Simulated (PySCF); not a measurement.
A PySCF script (with the pyscf-properties extension) for the NMR shieldings of `ClB(Cl)[C@@H]1CC[SiH2]C1`, C$_{4}$H$_{9}$BCl$_{2}$Si, on a GFN2-xTB geometry:

```python
import basis_set_exchange as bse
import numpy as np
from pyscf import gto, dft
from pyscf.prop import nmr

atoms = """
Cl    3.466364    1.490687   -0.081185
B     2.318896    0.226907   -0.299922
Cl    2.854410   -1.224553   -1.052587
C     0.797194    0.406085    0.120846
C     0.209330   -0.774220    0.913851
C    -1.290647   -0.533424    1.097668
Si   -1.862493    0.246526   -0.543499
C    -0.079678    0.566528   -1.145745
H     0.662562    1.308373    0.727106
H     0.367064   -1.693061    0.346761
H     0.716133   -0.882445    1.875039
H    -1.797883   -1.460293    1.356890
H    -1.451017    0.154985    1.927788
H    -2.588348   -0.674299   -1.420738
H    -2.618505    1.486445   -0.346738
H     0.211755   -0.176279   -1.888864
H     0.077864    1.544069   -1.596580
"""
names = dict.fromkeys(["Cl", "B", "C", "Si", "H"], "pcSseg-1")
basis = {el: gto.basis.parse(bse.get_basis(n, elements=[el], fmt="nwchem")) for el, n in names.items()}
mol = gto.M(atom=atoms, basis=basis, charge=0, verbose=0)
mf = dft.RKS(mol, xc="PBE0")
mf.grids.level = 2
mf.grids.alignment = dft.numint.BLKSIZE   # the property module wants whole blocks of grid points
mf.conv_tol = 1e-9
mf.kernel()

calc = nmr.RKS(mf)   # GIAO
C = mf.mo_coeff
Co = C[:, mf.mo_occ > 0]
resp = mf.gen_response(singlet=True, hermi=2)
def vind(x):   # induced exchange potential for any number of trial vectors
    d = np.einsum("pi,xij,qj->xpq", C, 2 * x.reshape(-1, C.shape[1], Co.shape[1]), Co, optimize=True)
    return np.einsum("xpq,pi,qj->xij", resp(d - d.transpose(0, 2, 1)), C, Co, optimize=True).ravel()
mo1, _ = nmr.rhf.solve_mo1(calc, with_cphf=vind)
sigma = calc.kernel(mo1)
for i, s in enumerate(sigma):   # ppm
    w = np.linalg.eigvalsh((s + s.T) / 2)
    print("%2d %-2s iso %8.1f  s11 %8.1f  s22 %8.1f  s33 %8.1f" % (i, mol.atom_pure_symbol(i), w.mean(), *w))
```

Problem. What does it print?

Solution. 
```
 0 Cl iso    664.3  s11    388.1  s22    734.2  s33    870.6
 1 B  iso     35.1  s11    -16.7  s22     37.3  s33     84.9
 2 Cl iso    713.7  s11    427.3  s22    761.2  s33    952.5
 3 C  iso    141.3  s11    118.7  s22    140.2  s33    165.0
 4 C  iso    151.2  s11    126.6  s22    157.6  s33    169.4
 5 C  iso    175.6  s11    157.3  s22    169.6  s33    199.9
 6 Si iso    378.6  s11    321.2  s22    385.6  s33    428.9
 7 C  iso    171.4  s11    155.0  s22    161.5  s33    197.6
 8 H  iso     30.3  s11     26.3  s22     28.9  s33     35.6
 9 H  iso     30.4  s11     24.3  s22     30.6  s33     36.1
10 H  iso     29.6  s11     23.6  s22     29.2  s33     36.1
11 H  iso     30.5  s11     25.3  s22     27.5  s33     38.8
12 H  iso     30.9  s11     25.8  s22     27.8  s33     39.1
13 H  iso     27.4  s11     24.0  s22     24.6  s33     33.7
14 H  iso     27.5  s11     23.9  s22     24.6  s33     33.9
15 H  iso     31.1  s11     25.2  s22     31.0  s33     37.0
16 H  iso     30.7  s11     25.2  s22     29.0  s33     37.9
```

These numbers come from an equivalent density-fitted implementation of the same equations, which agrees with the script to about 0.01 ppm for H and up to a few tenths of a ppm for heavy atoms, so last digits may differ.

Size and cost of the density-fitted run: 202 basis functions, 77 s wall time on 1 thread of an Arm Neoverse N1, shared host; peak memory 0.92 GiB.
